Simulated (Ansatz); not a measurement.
Cost and result up the ladder for Zn₃O₃H₁₂, a cluster cut from wurtzite ZnO (hydrogen-capped) (18 atoms). Charge 0, multiplicity 1. Geometry: r2SCAN-D4/def2-SVP.

```xyz
18

O     0.746   -1.042    1.595
O     0.573    1.940   -0.314
O    -1.332   -0.893   -1.274
Zn    1.629    1.101    1.567
Zn   -0.712   -2.379    0.394
Zn   -0.926    1.282   -1.954
H     1.555   -1.582    1.591
H     0.384   -1.098    2.495
H     0.656    1.718    2.626
H     2.973    0.724    0.857
H     0.154    2.749    0.026
H     1.331    2.228   -0.850
H    -1.964   -2.169    1.309
H     0.385   -3.124   -0.439
H    -2.301   -0.912   -1.209
H    -1.100   -1.394   -2.074
H     0.148    0.927   -3.036
H    -2.200    1.926   -1.312
```

Ansatz on 4 threads of Arm Neoverse N1 on a shared host. Times are rough, and most runs start from the orbitals of an earlier one. PBE0-D4/def2-TZVP serves as the yardstick here, not as an exact answer. Differences are given only for rows in sets of like size (and for xTB, whose basis is part of the method), since another set adds its own error. Binding counts from free atoms at the same level (O triplet, Zn singlet, H doublet; other spins of the atoms weren't run), without zero-point energy or a counterpoise term.

B3LYP takes the VWN-RPA correlation. HSE06 is defined as in plane-wave codes, on full-range PBE exchange. Correlated methods freeze 30 core orbitals.

Correlated methods converge slowly with the basis.

```csv
level,functions,wall time
PBE-D4/def2-SVP,195,5 s
PBE0-D4/def2-SVP,195,8.5 s
PBE-D4/def2-TZVP (with forces),309,11 s
r2SCAN-D4/def2-TZVP,309,18 s
MP2/def2-TZVP,309,21 s
B3LYP-D4/def2-TZVP,309,21 s
HSE06-D4/def2-TZVP,309,23 s
PBE0-D4/def2-TZVP,309,24 s
```

(1) Estimate what each level gives for the binding energy per atom (eV).

Results:

(1) 
```tsv
level	binding energy per atom (eV)	difference from PBE0-D4/def2-TZVP (eV)
PBE-D4/def2-SVP	2.54	–
PBE0-D4/def2-SVP	2.49	–
PBE-D4/def2-TZVP (with forces)	2.49	0.04
r2SCAN-D4/def2-TZVP	2.52	0.08
MP2/def2-TZVP	2.40	-0.05
B3LYP-D4/def2-TZVP	2.47	0.02
HSE06-D4/def2-TZVP	2.45	0.00
PBE0-D4/def2-TZVP	2.45	0.00
```
